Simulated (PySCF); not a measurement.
CH₄BClOS.

```xyz
9

B     -0.1345     0.1423     0.0000
Cl    -0.5278     1.8747     0.0000
O     -1.1695    -0.7290     0.0000
C     -0.9798    -2.1380     0.0000
H     -0.4208    -2.4686     0.9021
H     -1.9769    -2.6180     0.0000
H     -0.4208    -2.4686    -0.9021
S      1.5968    -0.4475     0.0000
H      2.1487     0.7947     0.0000
```

Coordinates come from a PBE-D3(BJ)/def2-SVP optimisation. The structure was generated by enumeration, and PubChem lists no compound with its InChIKey, so it may never have been made. The values are those of a single conformer.

Calculation: PBE/pcSseg-1 run with PySCF. Non-relativistic, no solvent.

Question: Give the absolute GIAO shielding of each atom: isotropic value and principal components (ppm). (An estimate is asked for; the answer gives what the named calculation found.)

Answer: 
```csv
atom,σ(iso),σ11,σ22,σ33,span
B1,55.8,30.3,62.2,75.0,44.7
Cl2,741.8,548.0,726.3,951.0,403.0
O3,157.3,-39.3,194.9,316.2,355.5
C4,120.2,90.8,93.1,176.8,86.0
H5,27.2,23.7,25.5,32.5,8.9
H6,27.0,23.1,25.1,32.8,9.7
H7,27.2,23.7,25.5,32.5,8.9
S8,547.0,446.2,519.6,675.1,228.9
H9,28.6,21.9,27.6,36.3,14.4
```
